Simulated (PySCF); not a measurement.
Do core-level shifts follow atomic charges?

Compound: C4H11NSi.
Bonds: C1–N2, N2–C3, C3–C4, C4–C5, C5–Si6, N2–Si6. Hydrogens: H7, H8, H9 on C1; H10, H11 on C3; H12, H13 on C4; H14, H15 on C5; H16, H17 on Si6.

Binding energies: PySCF 2.14.0, delta-SCF UKS SCAN, pcX-2 on the ionised atom, pcseg-1 elsewhere, spin-free X2C. Charges: PBE0/pcSseg-1 ground-state density, for the ionised atom.

```csv
atom,environment,C 1s (eV),Mulliken (e),IAO (e),Hirshfeld (e),ESP (e)
C5,sp3 carbon bound to silicon,289.97,-0.541,-0.544,-0.159,-0.316
C4,ring CH2 carbon,290.57,-0.245,-0.246,-0.068,-0.029
C3,sp3 carbon bound to nitrogen,291.19,+0.029,-0.137,-0.025,-0.116
C1,N-methyl carbon,291.39,-0.049,-0.288,-0.068,-0.468
```

Task: Give the correlation coefficient and slope of binding energy on charge for each scheme.

Result: Mulliken: r = 0.96, slope 2.4 eV per e; Hirshfeld: r = 0.84, slope 9.5 eV per e; IAO: r = 0.78, slope 2.9 eV per e; ESP: r = -0.18, slope -0.6 eV per e. Mulliken charges have the highest r, on only 4 points.

Task: The point-charge model writes a binding energy as kq + V + constant, with V the potential of the other atoms' charges at the site. What does it give with the IAO charges?

Result: V = Σ 14.40 eV Å × q/r over all other atoms: +5.93 eV at C5, +1.11 eV at C4, -0.81 eV at C3, +2.26 eV at C1. Fitting binding energy − V to q gives k = 19.3 eV per e and leaves an rms residual of 0.19 eV, against 0.35 eV for the fit on q alone. The model has no term for differences in relaxation between sites.

Isolated species at its PBE0-D3(BJ)/def2-SVP geometry (one conformer only).
